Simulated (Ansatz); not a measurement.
Mulliken charges of `O[SiH2][SiH](Cl)Cl` from r2SCAN/def2-TZVPP in Ansatz (PBE0-D4/def2-TZVP geometry).

```tsv
atom	x (Å)	y (Å)	z (Å)	charge (e)
O1	-0.674	0.688	1.847	-0.407
Si2	0.588	0.169	0.923	0.425
Si3	-0.105	-0.059	-1.307	0.479
Cl4	1.266	-1.166	-2.360	-0.233
Cl5	-1.902	-1.072	-1.239	-0.251
H6	-1.491	0.187	1.795	0.206
H7	1.655	1.189	1.054	-0.067
H8	1.102	-1.162	1.348	-0.081
H9	-0.350	1.180	-2.079	-0.071
```

By hand: the dipole of these point charges (1 e Å = 4.8032 D).

Σ q r = (0.174, 0.273, 0.213) e Å, of length 0.388 e Å = 1.86 D.

How does the dipole of the full density compare? (An estimate is asked.)

Ansatz gave: (-0.068, 0.058, 0.134) e Å, 0.77 D; the point charges give 2.42 times that, at 59° from its direction.

Point charges leave out the atoms' own dipoles, such as those of lone pairs, and Mulliken's split depends on the basis, so the two needn't agree.
